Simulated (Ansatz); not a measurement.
Ansatz (a program for electronic structure) input:

Ansatz 0.2 input:
```yaml
crystal:
  periodic: [false, false, false]
  atoms:
    - {symbol: C, position_ang: [1.32724316, -0.54094375, -0.32105000]}
    - {symbol: O, position_ang: [1.77807738, -1.41726536, -0.93798603]}
    - {symbol: C, position_ang: [0.57422501, 0.40163887, 0.32945500]}
    - {symbol: O, position_ang: [0.94536241, 1.34174360, 1.03122311]}
    - {symbol: C, position_ang: [-0.90355128, 0.08955696, 0.03417846]}
    - {symbol: H, position_ang: [-1.09910774, 0.08053775, -1.03540299]}
    - {symbol: H, position_ang: [-1.18749878, -0.87267194, 0.45488667]}
    - {symbol: H, position_ang: [-1.48597345, 0.87636933, 0.50528387]}
basis:
  gaussian:
    orbitals: def2-TZVP
hamiltonian:
  xc: b3lyp
  dispersion: d3bj
magnetization: {spin_polarized: true, initial_magnetization: 1}
relax: {f_tol: 0.002, max_steps: 150}
```

**Question.** Which total energy does the run end on?

**Answer.** -266.62726 Eh (B3LYP-D3(BJ)/def2-TZVP). The basis has 173 functions.

It need not be the lowest isomer of its formula.
